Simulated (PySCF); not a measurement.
System (SMILES): [SiH3][SiH] (SiH-SiH3) (closed-shell singlet).
Geometry (B3LYP-D3(BJ)/def2-TZVP, fixed):
```xyz
6

Si     0.0071     1.0500     0.8096
H     -0.4184     1.8608    -0.4081
Si     0.0198    -0.9006    -0.5838
H      0.9769    -0.6998    -1.7070
H     -1.3363    -1.1013    -1.1659
H      0.4013    -2.1512     0.1194
```
Charge 0, spin multiplicity 1.

Basis-set convergence of the isotropic shielding of Si1 at PBE with PySCF. GIAO, no density fitting; atoms are numbered in the order shown. All functions are spherical. No added dispersion term, no relativity. Reference: the value in pcseg-3, -808.50 ppm, itself unsure by roughly 1.78 ppm (its distance from pcSseg-2). Deviations are taken from unrounded values.

```csv
basis,functions,isotropic shielding of Si1 (ppm)
6-31G*,44,-700.74
6-31+G*,52,-704.76
def2-SVP,56,-695.00
def2-SVPD,80,-681.54
pcseg-1,56,-859.30
aug-pcseg-1,90,-843.96
cc-pV(D+d)Z,66,-665.72
aug-cc-pV(D+d)Z,100,-654.81
6-311G**,76,-820.44
6-311+G**,84,-811.15
def2-TZVP,98,-830.62
def2-TZVPD,122,-828.85
pcseg-2,124,-810.45
aug-pcseg-2,192,-801.83
cc-pV(T+d)Z,134,-748.02
aug-cc-pV(T+d)Z,202,-750.42
def2-TZVPP,140,-828.10
def2-TZVPPD,164,-826.32
```

What the diffuse functions change, pair by pair:
- 6-31G* to 6-31+G*: 8 more functions, deviation 107.75 to 103.73 ppm
- def2-SVP to def2-SVPD: 24 more functions, deviation 113.50 to 126.96 ppm
- pcseg-1 to aug-pcseg-1: 34 more functions, deviation -50.80 to -35.46 ppm
- cc-pV(D+d)Z to aug-cc-pV(D+d)Z: 34 more functions, deviation 142.78 to 153.69 ppm
- 6-311G** to 6-311+G**: 8 more functions, deviation -11.94 to -2.65 ppm
- def2-TZVP to def2-TZVPD: 24 more functions, deviation -22.12 to -20.35 ppm
- pcseg-2 to aug-pcseg-2: 68 more functions, deviation -1.96 to 6.66 ppm
- cc-pV(T+d)Z to aug-cc-pV(T+d)Z: 68 more functions, deviation 60.48 to 58.08 ppm
- def2-TZVPP to def2-TZVPPD: 24 more functions, deviation -19.60 to -17.82 ppm

They bring the value nearer the reference by more than 1.78 ppm in 4 of 9 pairs.
